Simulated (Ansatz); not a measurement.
Basis-set extrapolation for BCl2H2N (`NB(Cl)Cl`) (PBE0-D4/def2-TZVP geometry, frozen core, the Gaussian-basis code of Ansatz). Multiplicity 1, RHF reference.

```json
{"": "HF", "def2-TZVPP": "-999.497390", "def2-QZVPP": "-999.526369"}
{"": "MP2 correlation", "def2-TZVPP": "-0.687080", "def2-QZVPP": "-0.748013"}
{"": "CCSD(T) correlation", "def2-TZVPP": "-0.757191", "def2-QZVPP": "not run"}
```

Energies in hartree. Use E(X) = E(∞) + A·exp(−7.88·√X) for Hartree–Fock and E(X) = E(∞) + B·X^(−2.97) for correlation, with X = 3 and 4, and add CCSD(T) minus MP2 of the smaller set to the MP2 limit.

**Question.** What is the CCSD(T) energy at the basis-set limit?

**Answer.** HF limit: -999.526369 + (-0.028979) × 0.13774 = -999.53036. MP2 limit: -0.748013 + (-0.060933) × 0.74074 = -0.79315. Higher-order term: -0.757191 − (-0.687080) = -0.07011. Total: -1000.39362 hartree, 365.0 kJ/mol below CCSD(T)/def2-TZVPP.
